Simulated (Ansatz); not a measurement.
```xyz
19

C    -2.644    1.593    0.410
N    -1.640    0.682   -0.019
Mo   -0.184    0.349   -0.904
N    -0.651   -1.000   -2.232
O     0.493    1.705   -1.663
N     1.072   -0.352    0.392
C     0.787   -0.881    1.700
C     2.468   -0.439    0.034
H    -2.680    1.622    1.505
H    -2.470    2.609    0.041
H    -3.628    1.259    0.060
H    -1.500   -1.542   -2.233
H    -0.118   -1.151   -3.075
H     1.024   -1.952    1.756
H    -0.268   -0.752    1.941
H     1.387   -0.370    2.467
H     3.093    0.074    0.778
H     2.801   -1.485   -0.023
H     2.657    0.029   -0.934
```

The species carries charge 0 and has multiplicity 1. Mo takes the def2 core potential.

(1) List the CAM-B3LYP/def2-TZVPP orbital energies in eV (the Gaussian-basis code of Ansatz). (Estimate.)

## Answers

(1) Ansatz gave: Occupied: -522.03, -391.48, -391.48, -391.02, -279.62, -279.50, -279.39, -74.02, -47.12, -46.73, -46.51, -26.70, -26.13, -25.17, -24.63, -21.62, -19.24, -18.78, -15.21, -14.89, -14.50, -14.42, -13.90, -13.83, -13.78, -12.94, -12.58, -12.05, -11.86, -11.48, -11.06, -10.77, -9.41, -9.06, -8.46, -7.68. Lowest empty: 0.17, 0.23, 0.90, 1.30, 1.54, 1.70, 1.87, 1.97.
